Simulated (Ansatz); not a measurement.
Ansatz (a quantum-chemistry and plane-wave program) input (BLYP/def2-TZVPD):

Ansatz 0.2 input:
```yaml
crystal:
  periodic: [false, false, false]
  atoms:
    - {symbol: C, position_ang: [-1.40547486, 0.30099854, 0.07374885]}
    - {symbol: S, position_ang: [0.21935365, -0.50422896, -0.16615706]}
    - {symbol: O, position_ang: [1.26866513, 0.60802811, 0.23096221]}
    - {symbol: H, position_ang: [-1.53048985, 0.62032050, 1.11720610]}
    - {symbol: H, position_ang: [-2.19873660, -0.41231802, -0.18333439]}
    - {symbol: H, position_ang: [-1.49690385, 1.18944476, -0.56554948]}
basis:
  gaussian:
    orbitals: def2-TZVPD
hamiltonian:
  xc: {name: BLYP}
total_charge: -1
output: {forces: true}
```

End of the output:

```
integrals: 0.05 GiB planned
804 factors; their error is unknown
mean field: 0.46 GiB planned
mean field evaluation 1: about -13964.3778 eV, gradient 4.8e1 eV
mean field evaluation 2: about -13907.4416 eV, gradient 1.4e2 eV
mean field evaluation 4: about -13968.9637 eV, gradient 8.2e0 eV
mean field evaluation 8: about -13969.2116 eV, gradient 1.2e-1 eV
mean field evaluation 16: about -13969.1911 eV, gradient 3.2e-3 eV
mean field evaluation 32: about -13963.0573 eV, gradient 8.6e-4 eV
mean field -13969.19114740 eV, -513.3583060091 hartree, gradient 7.3e-6 eV, S^2 0.000000; 3 other end points of the search recorded, 0 dependent functions left out
the calculation of the forces begins
reference -13969.19147143 eV, -513.3583179171 hartree; 17, 17 occupied and 133, 133 virtual orbitals, 804 factors
Total energy: -13969.19147143 eV, -513.3583179171 hartree
Atom 0 at    -1.405475     0.300999     0.073749 Å, force    -0.230275     0.164550     0.051056 eV/Å
Atom 1 at     0.219354    -0.504229    -0.166157 Å, force    -0.017808    -0.597615    -0.202475 eV/Å
Atom 2 at     1.268665     0.608028     0.230962 Å, force     0.417026     0.395117     0.141956 eV/Å
Atom 3 at    -1.530490     0.620321     1.117206 Å, force    -0.031175     0.044366     0.189426 eV/Å
Atom 4 at    -2.198737    -0.412318    -0.183334 Å, force    -0.112861    -0.156996    -0.055350 eV/Å
Atom 5 at    -1.496904     1.189445    -0.565549 Å, force    -0.024907     0.150578    -0.124614 eV/Å
Dipole moment:    -0.670690    -0.039671    -0.026803 e Å
```
